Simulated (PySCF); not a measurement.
C3H10PSi2 (doublet state).
SMILES with atom numbers: `[CH2:1]=[CH:2][CH2:3][Si:4]([SiH3:5])[PH2:6]` (hydrogens: H7, H8 on C1; H9 on C2; H10, H11 on C3; H12, H13, H14 on Si5; H15, H16 on P6)

Geometry (GFN2-xTB, Å), atoms numbered from 1 in this order:
```xyz
16
C3H10PSi2 angstrom
C     -2.702   -0.089    0.115
C     -1.822   -0.363   -0.835
C     -0.509   -1.008   -0.594
Si     0.874    0.352   -0.450
Si     2.863   -0.540    0.376
P     -0.091    1.879    0.898
H     -2.530   -0.373    1.141
H     -3.631    0.413   -0.093
H     -2.020   -0.072   -1.860
H     -0.529   -1.562    0.346
H     -0.265   -1.703   -1.396
H      3.153   -1.791   -0.328
H      2.962   -0.845    1.808
H      3.956    0.392    0.084
H     -0.721    2.592   -0.108
H      1.005    2.726    0.888
```

The hyperfine couplings belong to this conformer and change with its torsions.

Level of theory: PySCF, UKS B3LYP, pcH-1 on C H P Si, non-relativistic, mean-field spin-orbit, GIAO. The structure is a single GFN2-xTB conformer in the gas phase; no vibrational or solvent corrections. A GFN2-xTB geometry isn't a minimum of the functional, and hyperfine couplings can be far from their values at a DFT geometry, by a factor of two or more for some ions and for spin on atoms past the first row. No stability test was run, so a lower SCF solution isn't excluded.

Principal values of hyperfine tensors in MHz (contact, dipolar and spin–orbit terms together), for some of the nuclei:

```csv
atom,isotope,A1,A2,A3
Si4,29Si,-565.34,-334.10,-332.66
H13,1H,61.45,63.34,66.06
H10,1H,43.31,48.44,50.58
H15,1H,40.62,43.25,48.55
P6,31P,-36.71,-26.91,103.15
C3,13C,8.65,8.87,20.45
H11,1H,2.42,4.07,12.59
H12,1H,-5.99,-4.85,-0.29
```

Problem. Split each tensor into its isotropic and traceless parts, and turn a_iso into mT with g = 2.0048.

Solution. a_iso is a third of the trace, T = A − a_iso, and a(mT) = a(MHz)/(g × 13.996). The tensors hold a spin–orbit part: the run splits a_iso into a_FC + a_SO, and T includes its anisotropic share.

```json
{"atom": "Si4", "a_iso (MHz)": "-410.70", "a_FC": "-411.42", "a_SO": "0.72", "a_iso (mT)": "-14.637", "T1": "-154.64", "T2": "76.60", "T3": "78.04"}
{"atom": "H13", "a_iso (MHz)": "63.62", "a_FC": "63.61", "a_SO": "0.00", "a_iso (mT)": "2.267", "T1": "-2.17", "T2": "-0.28", "T3": "2.44"}
{"atom": "H10", "a_iso (MHz)": "47.45", "a_FC": "47.45", "a_SO": "0.00", "a_iso (mT)": "1.691", "T1": "-4.13", "T2": "0.99", "T3": "3.14"}
{"atom": "H15", "a_iso (MHz)": "44.14", "a_FC": "44.13", "a_SO": "0.01", "a_iso (mT)": "1.573", "T1": "-3.52", "T2": "-0.89", "T3": "4.41"}
{"atom": "P6", "a_iso (MHz)": "13.18", "a_FC": "13.43", "a_SO": "-0.25", "a_iso (mT)": "0.470", "T1": "-49.89", "T2": "-40.09", "T3": "89.97"}
{"atom": "C3", "a_iso (MHz)": "12.65", "a_FC": "12.61", "a_SO": "0.04", "a_iso (mT)": "0.451", "T1": "-4.01", "T2": "-3.79", "T3": "7.79"}
{"atom": "H11", "a_iso (MHz)": "6.36", "a_FC": "6.36", "a_SO": "0.00", "a_iso (mT)": "0.227", "T1": "-3.94", "T2": "-2.29", "T3": "6.23"}
{"atom": "H12", "a_iso (MHz)": "-3.71", "a_FC": "-3.71", "a_SO": "0.00", "a_iso (mT)": "-0.132", "T1": "-2.28", "T2": "-1.14", "T3": "3.43"}
```

Problem. What spin density at the nucleus of H13 lies behind its contact coupling (g_N = 5.58569)?

Solution. a_FC = (2μ0/3) gₑ μB g_N μN ρ(0)/(2S·h) = 800.24 MHz × g_N × ρ(0)/(2S), with ρ in bohr⁻³. With a_FC = 63.61 MHz and 2S = 1, ρ(0) = 0.01423 bohr⁻³. In magnitude that is 4.5 % of the 1/π = 0.318 of a free hydrogen atom.

Problem. Si5 (29Si, g_N = -1.11058) isn't in the table. Its spin density at the nucleus is 0.05301 bohr⁻³. What is its contact coupling?

Solution. By the same relation, a_FC = -47.1 MHz. The spin–orbit term adds +0.05 MHz. Its full tensor has the principal values -58.14, -43.12, -39.92 MHz.

Problem. Name the largest traceless tensor T of the table and describe it.

Solution. Si4: -154.6, 76.6, 78.0 MHz (the dipolar term alone has -154.0, 76.5, 77.5), axial, in the ratio +1:+1:−2, the form that spin in one p orbital centred on that nucleus gives (the nuclear moment is negative).

Problem. In a single crystal, with the field along each principal axis of the tensor of Si4 in turn, what first-order splitting does this nucleus give (isotropic g, quadrupole terms neglected)?

Solution. 2 lines (I = 1/2), spaced by |A_i|/(g × 13.996): 20.15, 11.91, 11.86 mT along the axes of A1, A2 and A3.

Hardware: one thread, Arm Neoverse V1 (aarch64), no GPU, on a shared host. Cost: 88 s of wall time (grids of density and orbitals included), 0.96 GiB resident at most.
